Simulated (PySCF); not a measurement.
SMILES FC(F)(F)c1ccc(C(F)(F)F)s1 (C₆H₂F₆S), singlet (GFN2-xTB optimised geometry):

```
15

F     -0.779    -3.340     0.075
C     -1.482    -2.205    -0.009
F     -2.352    -2.210     1.014
F     -2.221    -2.290    -1.128
C     -0.593    -1.007     0.000
C      0.772    -1.007     0.000
C      1.301     0.296     0.002
C      0.322     1.248     0.001
C      0.520     2.727     0.011
F      1.814     3.051    -0.093
F      0.069     3.299     1.140
F     -0.116     3.340    -0.999
S     -1.266     0.580     0.000
H      1.367    -1.901     0.000
H      2.352     0.523     0.002
```

Calculation: PySCF 2.14.0 with PBE/def2-TZVP.

Question: What are the frontier orbital energies and the dipole moment?

Answer: HOMO-2 -9.46 eV, HOMO-1 -7.26 eV, HOMO -6.96 eV, LUMO -2.74 eV, LUMO+1 -1.29 eV; dipole moment 1.63 D.

Meta-Löwdin charges at PBE/def2-TZVP: F1 -0.25, C2 0.74, F3 -0.25, F4 -0.25, C5 -0.18, C6 -0.13, C7 -0.13, C8 -0.18, C9 0.74, F10 -0.25, F11 -0.25, F12 -0.25, S13 0.36, H14 0.15, H15 0.15.
